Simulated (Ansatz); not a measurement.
SiH2MeI (CH₅ISi). Charge 0, multiplicity 1. Geometry relaxed at r2SCAN-D4/def2-TZVP.

Cartesian coordinates in Å:
```
Si -0.126 0.292 0.779
H -1.498 0.776 1.062
H 0.857 1.299 1.246
C 0.103 -0.102 -1.025
H -0.063 0.797 -1.626
H -0.605 -0.868 -1.349
H 1.114 -0.465 -1.219
I 0.218 -1.729 2.131
```

In the def2 sets I takes a core potential; there is no spin–orbit coupling.

(1) Estimate the harmonic wavenumbers at RKS r2SCAN-D4/def2-TZVP (Ansatz, unscaled). Is this a minimum?

Results:

(1) 162, 172, 347, 474, 632, 682, 736, 884, 885, 951, 1271, 1444, 1451, 2227, 2236, 3033, 3117, 3133 cm⁻¹. Yes, no mode is imaginary beyond noise. Zero-point energy 142.6 kJ/mol. Run time 57 s (4 threads of Intel Xeon on a shared host).
